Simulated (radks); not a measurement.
Neutral xenon inside a hard spherical wall (all orbitals vanish at R), configuration held at [Xe] and not refilled when levels cross. Method: scalar-relativistic Kohn-Sham, PBE, spin-polarised, spherical densities, finite nucleus; Fermi nuclear charge, rms radius 4.7859 fm; computed with a radial shooting solver on a logarithmic mesh with Libxc functionals. Eigenvalues in eV for spin up, with the zero of energy where the potential of the charges vanishes at infinity; a dash marks a level that is unbound or too diffuse for the functional's potential to be trusted. A positive occupied level is held by the wall or, in an anion where self-interaction has pushed it up, behind a barrier. The pressure on the wall is -dE/dV.

R (bohr)  E (hartree)  kinetic (hartree)    e(4p)    e(4d)    e(5s)   e(5p)  e(6s, empty)  e(5d, empty)  pressure (GPa)
free      -7447.03737           7830.781  -141.27  -59.384  -19.740  -8.235             -             -               0
15        -7447.03737           7830.781  -141.27  -59.384  -19.740  -8.235             -             -        < 0.0001
12        -7447.03737           7830.781  -141.27  -59.384  -19.740  -8.235        -0.331         1.544        < 0.0001
10        -7447.03734           7830.782  -141.27  -59.381  -19.737  -8.232        -0.040         1.923         0.00135
4         -7446.60227           7833.237  -134.83  -53.076  -14.812  -2.675        24.955        14.313             106
3         -7444.57681           7841.873  -121.97  -40.703   -3.115  11.652        72.056        36.061            1170
2.5       -7440.66216           7856.527  -107.69  -27.094   14.174  32.684        133.58        65.076            4770
1.5       -7380.00578           8051.766  -10.947   73.610   220.32  262.46        655.61        325.48          198000
